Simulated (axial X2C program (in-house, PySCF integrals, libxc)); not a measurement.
Potential curves of AlGe, 2c

Computed with an in-house all-electron X2C program for linear molecules (integrals from PySCF). Two-component (2c) means X2C with spin–orbit coupling and atomic mean-field two-electron Coulomb and Gaunt terms. Basis: Ge dyall-cv3z [9s9p7d4f1g], Al dyall-v3z [8s8p2d1f] (cores contracted in-house); Gaussian nuclei, density fitting, unrestricted open shells. Masses: Ge 73.921 u, Al 26.982 u.

State: Ω = 3/2 (⟨Sz⟩ = 1.49, ⟨Lz⟩ = 0.01 at HF). Energies in eV from the lowest point of each curve. Fits are polynomials in 1 − R0/R over 0.85 to 1.23 times the lowest point R0.

```csv
R (Å),MP2
2.1532,0.5419
2.2523,0.2261
2.3265,0.0911
2.4007,0.0207
2.4750,0.0000
2.5616,0.0234
2.6483,0.0848
2.7596,0.2020
2.8958,0.3827
3.0938,0.6807
```

Correlated methods: 7 electrons correlated (number of frozen shells: Ge 3 s, 2 p, 1 d; Al 2 s, 1 p), 207 virtual spin orbitals or spinors in MP2.

Occupations by symmetry block were frozen at the best pattern of an incomplete PBE0 search. Other states lie close and PBE0, whose exact exchange favours high spin, may order them wrongly; the determinant shown need not be the ground state. The nearest other 2c determinant of the search, Ω = 1/2, lies 0.31 eV up at the distance of the search. With several unpaired electrons one determinant need not be a pure state. This is the top spin component of a Σ state; components of lower Ω are not single determinants and can lie lower. With the outer-core shells frozen, correlated bond lengths of heavy atoms tend to come out a few hundredths of an ångström too long. MP2 and coupled cluster on one determinant become unreliable at the stretched end.

Task: Fit the MP2 curve near its minimum: give the equilibrium distance and the harmonic wavenumber.

Result: At MP2, 2c: Re = 2.475 Å, ωe ≈ 308 cm⁻¹; Be follows as 0.139 cm⁻¹.
